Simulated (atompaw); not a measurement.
**Ca: one change to a PAW (atompaw) potential, before and after**

Ca, PAW, made with atompaw 4.2.0.5 (LDA (PW92), scalar-relativistic). Core [Ne], reference 3s2 3p6 3d0 4s2 4p0. Waves: 3s (bound); 4s (bound); 3p (bound); 4p (bound, empty); 3d (bound, empty); 3d channel at 0.4 Ry; 4f channel at -0.05 Ry. Local part: bessel scheme, radius 1.95 bohr. Core correction: smooth core density matched at 1.95 bohr. Augmentation charge: sinc compensation charge, radius 2.45 bohr; PAW radius 2.45 bohr; waves and projectors: bloechl.

All-electron outer shells of the reference configuration (LDA (PW92), scalar-relativistic, ld1.x):

| shell | level (eV) | outermost node (bohr) | outermost maximum (bohr) |
| --- | --- | --- | --- |
| 2s | -413.12 | 0.10 | 0.30 |
| 2p | -334.58 | – | 0.25 |
| 3s | -46.83 | 0.45 | 0.99 |
| 3p | -27.99 | 0.42 | 1.04 |
| 4s | -3.86 | 1.43 | 3.33 |
| 3d | -2.13 | – | 1.27 |
| 4p | -1.44 | 1.63 | 4.39 |

Change: all radii scaled by about 0.87 (s 1.30, p 1.22, d 1.44, f 1.52 bohr); local potential bessel scheme, radius 1.70 bohr; augmentation sinc compensation charge, radius 2.14 bohr; PAW radius 2.14 bohr; waves and projectors: bloechl; core correction smooth core density matched at 1.70 bohr.

Cutoffs: the cutoffs (Ry, on a coarse ladder) from which the occupation-weighted sum of valence levels, in a spherical-Bessel basis at the reference potential, stays within 10 and 1 mRy of its value at 400 Ry; they do not see the model core or the augmentation charge, which bear on the density cutoff.

What does the change do?

The potential gets harder (25 Ry and 30 Ry → 30 Ry and 35 Ry); neither file shows a bound ghost. A smaller radius makes the pseudo-wave follow the all-electron one further in, where it bends more sharply, so more plane waves are needed.

| quantity | base | changed |
| --- | --- | --- |
| cutoff, loose | 25 Ry | 30 Ry |
| cutoff, tight | 30 Ry | 35 Ry |
| loose cutoff by channel (10 mRy a level) | s 12 Ry, p 18 Ry | s 15 Ry, p 21 Ry |
| bound ghosts | none | none |
| lowest overlap eigenvalue by channel | s 0.55, p 0.80, d 1.00, f 1.00 | s 0.50, p 0.82, d 0.03, f 1.00 |

 The cutoffs see the waves, projectors and local potential, not the compensation charge or the core.
